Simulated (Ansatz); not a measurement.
Start from `FB(F)[SeH]` and change one atom or group to get `FB(F)F`.

Ansatz, PBE0-D4/def2-TZVP geometries, multiplicity 1. Each molecule was computed in one conformer, which needn't be the lowest.

Scalar relativity is left out up to krypton. Spin–orbit coupling is left out; it splits and shifts lone-pair levels of the heavy atoms by tenths of an eV.

| property | `FB(F)[SeH]` |
| --- | --- |
| HOMO energy (B3LYP/def2-TZVPP) / eV | -7.62 |
| LUMO energy (B3LYP/def2-TZVPP) / eV | -0.40 |
| HOMO energy (ωB97M-V/def2-TZVPP) / eV | -10.01 |
| LUMO energy (ωB97M-V/def2-TZVPP) / eV | 1.68 |
| HOMO–LUMO gap (PBE0/def2-TZVPP) / eV | 7.77 |
| HOMO–LUMO gap (PBE/def2-TZVPP) / eV | 5.68 |

(1) Give the same properties after the change, and the shifts. (Best estimate.)

Answers

(1) The calculation gave: 
```
                             property  `FB(F)F`  shift
  HOMO energy (B3LYP/def2-TZVPP) / eV    -11.89  -4.27
  LUMO energy (B3LYP/def2-TZVPP) / eV      0.05   0.45
HOMO energy (ωB97M-V/def2-TZVPP) / eV    -14.75  -4.74
LUMO energy (ωB97M-V/def2-TZVPP) / eV      1.65  -0.03
 HOMO–LUMO gap (PBE0/def2-TZVPP) / eV     12.68   4.91
  HOMO–LUMO gap (PBE/def2-TZVPP) / eV      9.65   3.97
```

With PBE0 the HOMO falls by 4.35 eV and the LUMO rises by 0.56 eV, so the gap widens by about 4.91 eV. PBE moves the HOMO by -3.31 eV and ωB97M-V by -4.74 eV. The zero-point energy changes by -14.5 kJ/mol with -3 modes.

B3LYP here is the variant with VWN-RPA as its local correlation; programs differ in this.
